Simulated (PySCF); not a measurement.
SCF from a fresh guess for doublet ClI₂, at the PBE0 minimum. PySCF input:

```python
from pyscf import gto, scf, dft
mol = gto.M(atom='''
Cl     0.129615     0.000000    -0.672797
I      2.460345    -0.000000     0.099266
I     -2.496061    -0.000000     0.086125''',
    basis={'Cl': 'def2-SVP', 'I': 'def2-SVP'},
    ecp={'I': 'def2-SVP'},
    charge=0, spin=1)
mf = dft.UKS(mol, xc='PBE0')
mf.grids.atom_grid = (50, 194)
aux = {'Cl': 'def2-universal-JKFIT', 'I': 'def2-universal-JKFIT'}
mf = mf.density_fit(auxbasis=aux)
mf.conv_tol = 1e-08
mf.diis_space = 10
mf.max_cycle = 60
mf.init_guess = 'huckel'
mf.verbose = 4
mf.kernel()
```

Excerpt of the output (cycles alone):

```
init E= -1055.20057626054
cycle= 1 E= -1054.94971425054  delta_E= 0.251  |g|= 0.579  |ddm|= 1.79
cycle= 2 E= -1054.30695072796  delta_E= 0.643  |g|=    1  |ddm|= 2.63
cycle= 3 E= -1055.23372529961  delta_E= -0.927  |g|= 0.281  |ddm|= 1.95
cycle= 4 E= -1055.27779026138  delta_E= -0.0441  |g|= 0.141  |ddm|= 0.508
cycle= 5 E= -1055.29286118739  delta_E= -0.0151  |g|= 0.0143  |ddm|= 0.21
cycle= 6 E= -1055.29345605865  delta_E= -0.000595  |g|= 0.00619  |ddm|= 0.0706
cycle= 7 E= -1055.29362095774  delta_E= -0.000165  |g|= 0.00303  |ddm|= 0.0399
cycle= 8 E= -1055.29369734539  delta_E= -7.64e-05  |g|= 0.00162  |ddm|= 0.036
cycle= 9 E= -1055.29371639117  delta_E= -1.9e-05  |g|= 0.00102  |ddm|= 0.0154
cycle= 10 E= -1055.29372769432  delta_E= -1.13e-05  |g|= 0.000708  |ddm|= 0.0159
cycle= 11 E= -1055.29373097638  delta_E= -3.28e-06  |g|= 0.000172  |ddm|= 0.0103
cycle= 12 E= -1055.29373120758  delta_E= -2.31e-07  |g|= 7.35e-05  |ddm|= 0.00251
cycle= 13 E= -1055.29373124381  delta_E= -3.62e-08  |g|= 3.53e-05  |ddm|= 0.000936
cycle= 14 E= -1055.2937312507  delta_E= -6.89e-09  |g|= 1.09e-05  |ddm|= 0.000485
Extra cycle  E= -1055.2937312509  delta_E= -1.98e-10  |g|= 1.31e-05  |ddm|= 6.03e-05
converged SCF energy = -1055.2937312509  <S^2> = 0.77859736  2S+1 = 2.0283958
```

No lower solution of this spin was found by a stability analysis within the unrestricted form.

Spin–orbit coupling, left out here, can matter for elements this heavy.

The search for the lowest solution, with the stability check, took 2.6 s on 2 threads of a shared AMD EPYC 9R45 96-Core (Zen 5) host, with 70 basis functions; the process peaked at 0.26 GiB.
